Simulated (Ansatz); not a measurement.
A structure relaxed at PBE0-D4/def2-TZVP in Ansatz, charge 0, singlet:

```
atom    x (Å)    y (Å)    z (Å)
 Cu1  -0.5068   1.2901  -0.3052
  P2   0.2673  -0.6835   0.1630
  H3   1.5496  -0.7975   0.7369
  H4   0.4240  -1.6213  -0.8775
  H5  -0.4371  -1.4999   1.0707
 Br6  -1.2969   3.3120  -0.7879
```

Q: Give its formula, name or SMILES and point group.

A: Cu(PH3)Br (CuPH3Br). Point group C3v (tolerance 0.1 Å).

Q: Summarise the bond lengths by kind (pairs closer than 1.2 times the sum of covalent radii, bridged metal pairs left out).

A: 1 × Cu–P 2.17 Å; 1 × Br–Cu 2.22 Å; 3 × H–P 1.41 Å. The metal has 2 neighbours: P 2.17 Å, Br 2.22 Å.
